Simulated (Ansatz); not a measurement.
Correlation energies of GaH₄NO₂, SMILES `[NH2][Ga]([OH])[OH]` by basis set

Z-matrix (Å, degrees):
```
N
Ga 1 1.809
H 1 1.007 2 119.5
H 1 1.006 2 121.6 3 -147.2
O 2 1.777 1 119.2 3 -15.1
O 2 1.785 1 124.8 3 168.4
H 5 0.960 2 112.6 1 -175.7
H 6 0.959 2 114.8 1 -0.3
```

Total charge 0; spin multiplicity 1. Correlated methods include outer-core shells of Ga, which these sets cover unevenly. Scalar relativity is left out up to krypton. The structure was optimised at the PBE0-D4/def2-TZVP level. It is one conformer, not always the lowest. Frozen core, restricted reference, the Gaussian-basis code of Ansatz.

```json
{"basis": "def2-SVP", "HF (Eh)": "-2129.42123", "MP2 corr.": "?", "CCSD corr.": "?", "(T)": "-0.01970", "CCSD(T) total": "?"}
{"basis": "def2-TZVPP", "HF (Eh)": "?", "MP2 corr.": "?", "CCSD corr.": "-0.93164", "(T)": "-0.03532", "CCSD(T) total": "?"}
{"basis": "def2-QZVPP", "HF (Eh)": "-2129.98828", "MP2 corr.": "-1.23309", "CCSD corr.": "–", "(T)": "–", "CCSD(T) total": "–"}
```

(1) Fill in the withheld values. (Estimate.)

Answers

(1) The calculation gave: def2-SVP MP2 corr.: -0.76430; def2-SVP CCSD corr.: -0.77138; def2-SVP CCSD(T) total: -2130.21231; def2-TZVPP HF (Eh): -2129.93703; def2-TZVPP MP2 corr.: -0.93012; def2-TZVPP CCSD(T) total: -2130.90399.
